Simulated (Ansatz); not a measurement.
Mulliken charges of `O[Si]([SiH3])Cl` radical from r2SCAN/def2-TZVPP in Ansatz (PBE0-D4/def2-TZVP geometry).

```tsv
atom	x (Å)	y (Å)	z (Å)	charge (e)
O1	-0.248	0.297	-1.979	-0.389
Si2	-0.431	-0.735	-0.709	0.422
Si3	-0.075	0.491	1.267	0.179
Cl4	0.994	-2.242	-0.848	-0.256
H5	-0.083	-0.075	-2.848	0.206
H6	-1.108	1.556	1.354	-0.057
H7	1.282	1.101	1.304	-0.051
H8	-0.237	-0.450	2.403	-0.054
```

Question: By hand: the dipole of these point charges (1 e Å = 4.8032 D).

Answer: Σ q r = (-0.360, 0.100, 0.054) e Å, of length 0.378 e Å = 1.82 D.

Question: How does the dipole of the full density compare? (An estimate is asked.)

Answer: Computed: (-0.089, 0.079, -0.159) e Å, 0.95 D; the point charges give 1.92 times that, at 65° from its direction.

Point charges leave out the atoms' own dipoles, such as those of lone pairs, and Mulliken's split depends on the basis, so the two needn't agree.
